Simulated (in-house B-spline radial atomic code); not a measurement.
Atomic self-consistent-field run: Xe IV (Xe3+) (with a hole in an inner shell). Method: Dirac-Kohn-Sham relativistic LDA, spherical fractional occupations, Fermi nucleus of rms radius 4.7859 fm. Calculated with a radial B-spline atomic code at the basis-set limit.

In the input, a minus or plus after the letter marks the j = l - 1/2 or j = l + 1/2 subshell.

Command:
```bash
python run_scf.py task.json out
```
Settings (nuclear radius in fm, mass in u):
```
Z                54
configuration    1s2 2s2 2p6 3s2 3p-1 3p+4 3d10 4s2 4p6 4d10 5s2 5p4
hamiltonian      dirac
method           lda_x_rel,vwn
spin_polarised   False
nucleus          fermi
rms_radius       4.7859
atomic_mass      131.90416
speed_of_light   137.035999084
```

Output (hartree, bohr):
```
 radial grid: 73 intervals, B-splines of order 8, outer radius 39.1892 bohr

 iter        energy (Eh)    residual
    1       -7381.705755    6.87e-01
    2       -7387.921296    7.03e-01
    3       -7394.908620    8.93e-02
    4       -7395.130692    1.77e-02
    5       -7395.136451    7.81e-03
    6       -7395.138224    3.37e-03
    7       -7395.138367    8.36e-05
    8       -7395.138367    6.15e-06
    9       -7395.138367    9.04e-08

 total energy                     -7395.13837
 kinetic                            7830.0035
 electron-nucleus                 -17875.4642
 Hartree                            2817.2245
 exchange-correlation               -166.9022

 first-order corrections (not in the total)
   Gaunt                             6.3176
   retardation                      -0.6544
   frequency dependence             -0.0632
   self-energy                       4.3571
   Uehling                          -0.6036
   Wichmann-Kroll                    0.0143
   recoil                            0.0207

 orbital      occ     eigenvalue          <r>       <r^2>       <1/r>     <1/r^2>     <1/r^3>       r_max    small
 1s1/2      2.000     -1258.1425    0.0267564 0.000970825     57.8836     7336.76           -     0.01722  3.94e-02
 2s1/2      2.000      -198.5492     0.114471   0.0155105     13.5536      869.06           -     0.09741  8.46e-03
 2p1/2      2.000      -187.0539    0.0963559   0.0114248     13.5466     279.359           -      0.0745  8.50e-03
 2p3/2      4.000      -175.2175     0.102114   0.0127009     12.4562     211.357     5542.38     0.07937  8.06e-03
 3s1/2      2.000       -42.5514     0.305436    0.106712     4.87407      178.38           -      0.2791  2.55e-03
 3p1/2      1.000       -37.7327     0.294934    0.101056      4.7922     57.3032           -      0.2652  2.50e-03
 3p3/2      4.000       -35.4523     0.306365    0.108819     4.52218     43.8206     1092.65      0.2759  2.38e-03
 3d3/2      4.000       -26.9139     0.276348   0.0902345       4.385      24.141     176.746      0.2228  2.27e-03
 3d5/2      6.000       -26.4269      0.27994     0.09245     4.31568     23.2258     163.013      0.2259  2.23e-03
 4s1/2      2.000        -8.9562     0.705666    0.562534     2.00774     41.1482           -      0.6537  7.72e-04
 4p1/2      2.000        -7.2108     0.730326    0.607456     1.90629     12.7781           -      0.6665  7.12e-04
 4p3/2      4.000        -6.7334     0.757143    0.652619     1.81612      9.8246     229.038      0.6902  6.72e-04
 4d3/2      4.000        -3.8688     0.833713    0.808633     1.59428     4.67984     29.9169      0.7222  5.39e-04
 4d5/2      6.000        -3.7879     0.843578    0.827742     1.57181      4.4983     27.3371      0.7302  5.28e-04
 5s1/2      2.000        -1.9672      1.68877     3.19472    0.783656      7.3236           -       1.534  1.68e-04
 5p1/2      1.333        -1.5006      1.88239     3.98595    0.695751     2.07023           -       1.684  1.36e-04
 5p3/2      2.667        -1.4300      1.94967     4.27308    0.667721     1.61645     33.9177       1.746  1.28e-04
```

Cost of the run: 1.2 s on 1 thread of Intel(R) Xeon(R) Platinum 8259CL CPU @ 2.50GHz, with other jobs on the host.

For the Dirac Hamiltonian the kinetic term is c α·p + (β - 1)c².
